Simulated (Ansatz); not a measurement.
Cost and result for the atomization energy of CH$_{8}$BNSi$_{2}$ (13 atoms, 13 bonds).

```xyz
13

B     0.5090    0.0224    1.2868
C     0.4910    0.6383   -0.1223
N     0.2642    1.9045   -0.4045
Si    0.1934   -0.8058   -1.3250
Si   -1.0318   -1.1820    0.6141
H     0.5182    0.7026    2.2789
H     1.1996   -0.9880    1.2726
H     0.0968    2.2329   -1.3420
H     0.2169    2.5903    0.3360
H     1.4460   -1.5612   -1.5738
H    -0.3880   -0.3602   -2.6249
H    -2.4101   -0.6468    0.4098
H    -1.1052   -2.5471    1.1944
```

The species carries charge 0 and has multiplicity 1. The bonds changed during the relaxation, so this is another structure than the one it started from. The geometry is a stationary point of PBE0-D4/def2-TZVP. It is one conformer, not always the lowest. Program: Ansatz. All runs use 4 threads of an Arm Neoverse V1 on a shared host. Times are those of one run each, without the atoms' runs, and a repeat can differ threefold. Electronic energies, without spin–orbit coupling; frozen cores. CCSD(T)/CBS adds CCSD(T) − MP2 in def2-TZVPP to the MP2 limit, and its time is that of the two runs behind it. T1 = 0.017. B3LYP takes the VWN-RPA correlation (the form of Gaussian; ORCA's B3LYP/G).

CCSD(T)/CBS is a level of theory with its own doubt, some kJ/mol a heavy atom from the limit and from the frozen cores, so smaller differences don't rank the functionals.

```tsv
level	functions	wall time	atomization (kJ/mol)	difference from CCSD(T)/CBS	per bond
PBE-D4/def2-TZVPP (with forces)	289	5.5 s	4453.2	104.0	8.0
PBE0-D4/def2-TZVPP	289	7 s	4389.9	40.7	3.1
r2SCAN-D4/def2-TZVPP (with forces)	289	9 s	4397.2	48.0	3.7
B3LYP-D4/def2-TZVPP (with forces)	289	11 s	4382.8	33.6	2.6
B2PLYP/def2-TZVPP	289	13 s	4309.5	-39.7	-3.1
ωB97X-V/def2-TZVPP	289	16 s	4395.3	46.1	3.5
ωB97M-V/def2-TZVPP (with forces)	289	22 s	4384.4	35.2	2.7
MP2/def2-QZVPP	551	54 s	4327.3	-21.9	-1.7
CCSD(T)/def2-TZVPP	289	4.4 min	4232.2	-117.0	-9.0
CCSD(T)/CBS(def2)	–	5.3 min	4349.2	0.0	0.0
```

From PBE to PBE0 (25 % exact exchange), in def2-TZVPP and without D4, the atomization energy moves by −58.4 kJ/mol: exact exchange takes away binding that semilocal exchange gives to molecules. The D4 term adds +53.5 kJ/mol with B3LYP and +28.0 kJ/mol with PBE0; it sums over pairs of atoms, weighted by their polarisabilities, and B3LYP, whose exchange is more repulsive, gets the larger term. In def2-TZVPP, CCSD(T) changes the Hartree–Fock value by +1080.8 kJ/mol (the triples alone add +68.9 kJ/mol) and MP2 by +1106.7 kJ/mol; breaking electron pairs costs correlation energy, which Hartree–Fock lacks.
